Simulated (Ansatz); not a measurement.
Basis sets compared for the cluster Cu5Te. The state is a doublet with charge 0. Geometry PBE-D4/def2-SVP. Ansatz on 4 threads of Arm Neoverse V1 on a shared host; times are rough, and most runs start from earlier orbitals.

```xyz
6

Cu   -0.5534    1.2996   -1.1087
Cu    0.6777    0.5475    0.9238
Cu   -0.3596   -1.5130    1.6605
Cu   -1.7219    0.0812    0.5620
Cu    0.0829   -1.0713   -0.6771
Te    1.8743    0.6559   -1.3604
```

In the def2 sets Te takes a core potential; there is no spin–orbit coupling. The structure comes from a short search, and lower isomers may exist.

Binding counts from free atoms (Cu doublet, Te triplet) in the same basis, without a counterpoise term.

```csv
level,functions,energy (Eh),HOMO (eV),LUMO (eV),binding per atom (eV),wall time
PBE-D4/def2-SVP,181,-8468.4046,-4.04,-3.62,2.57,9.5 s
B97M-V/def2-SVP,181,-8467.9273,-4.09,-3.62,2.38,44 s
```

Task: Estimate the rows for PBE-D4/def2-TZVPD, B97M-V/def2-TZVPD.

Result: 
| level | functions | energy (Eh) | HOMO (eV) | LUMO (eV) | binding per atom (eV) | wall time |
| --- | --- | --- | --- | --- | --- | --- |
| PBE-D4/def2-TZVPD | 299 | -8469.6589 | -4.40 | -3.96 | 2.10 | 24 s |
| B97M-V/def2-TZVPD | 299 | -8469.1338 | -4.39 | -3.93 | 1.99 | 91 s |
